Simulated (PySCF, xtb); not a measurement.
Si(OH)3(SH) (H4O3SSi), SMILES O[Si](O)(O)S. Other conformers were not sampled.

Harmonic wavenumbers (cm⁻¹) from GFN2-xTB (xtb) at its own minimum, in rising order: 117, 156, 167, 215, 262, 269, 281, 309, 330, 508, 719, 803, 825, 835, 857, 952, 975, 2500, 3660, 3684, 3685.

What does PySCF with PBE-D3(BJ)/def2-SVP give at its own minimum? (The exact figures need the calculation; the answer reports its results.)

124, 175, 208, 237, 254, 304, 317, 328, 360, 506, 682, 775, 806, 808, 852, 939, 964, 2629, 3742, 3759, 3767. Paired by order, the mean absolute difference is 35 cm⁻¹ and the zero-point energies are 31.6 and 32.2 kcal/mol.
